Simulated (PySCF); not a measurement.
Electric field gradients and quadrupole coupling constants

Compound: C7H18OSi2.
Cartesian coordinates in Å at the PBE0-D3(BJ)/def2-SVP level; atoms count from 1:
```
atom  x, y, z in Å
C1    -0.9830   -1.6965   -0.9896
C2    -0.7756   -0.2888   -0.4982
C3     0.4667    0.2153   -0.3727
Si4    2.0461   -0.6647   -0.7917
O5     3.2775    0.4327   -0.5712
Si6    4.8685    0.7743   -0.8590
C7    -2.0389    0.5021   -0.1513
C8    -1.7182    1.8207    0.5511
C9    -2.9390   -0.3338    0.7710
C10   -2.7963    0.8186   -1.4519
H11   -1.8063   -1.7663   -1.7165
H12   -1.2375   -2.3693   -0.1546
H13   -0.0834   -2.1024   -1.4755
H14    0.5921    1.2292    0.0212
H15    2.2956   -1.8486    0.0913
H16    2.0646   -1.1546   -2.2084
H17    5.6858   -0.4786   -0.8886
H18    5.0184    1.4743   -2.1701
H19    5.3717    1.6605    0.2290
H20   -1.1253    2.4907   -0.0893
H21   -1.1593    1.6555    1.4848
H22   -2.6518    2.3460    0.8039
H23   -3.8282    0.2482    1.0594
H24   -3.2931   -1.2541    0.2840
H25   -2.4070   -0.6172    1.6928
H26   -2.1686    1.4085   -2.1368
H27   -3.7032    1.4030   -1.2296
H28   -3.1142   -0.0926   -1.9801
```

Field gradients from the PBE0/pcSseg-1 density (PySCF, non-relativistic), principal values in atomic units, ordered |Vxx| ≤ |Vyy| ≤ |Vzz|:

| atom | Vxx | Vyy | Vzz |
| --- | --- | --- | --- |
| O5 | -0.4588 | -0.7001 | 1.1588 |

Task: Find the asymmetry η = (Vxx − Vyy)/Vzz and the couplings χ = eQV/h (234.96 MHz × Q in barn × V in au), with Q(17O) = −0.0256 b.

Result: 
```json
{"atom": "O5", "environment": "siloxane oxygen", "nucleus": "17O", "η": "0.21", "χzz (MHz)": "-6.97", "χxx (MHz)": "2.76", "χyy (MHz)": "4.21"}
```

Task: What is Vzz at O5 in SI units (1 au = 9.71736 × 10²¹ V/m²)?

Result: 1.1588 au = 11.261 × 10²¹ V/m².

Were the hydrogens deuterons (Q(2H) = 0.00286 b), χzz would run from 90 kHz (H16 and H17) to 204 kHz (H14).

The structure is a single PBE0-D3(BJ)/def2-SVP conformer in the gas phase; no vibrational or solvent corrections. A larger basis could move these couplings by a tenth or more.

These values come from a run that also computed NMR shieldings. Time: 2.3 min of wall time. Hardware: an Arm Neoverse N1 with one thread, no GPU (shared host).
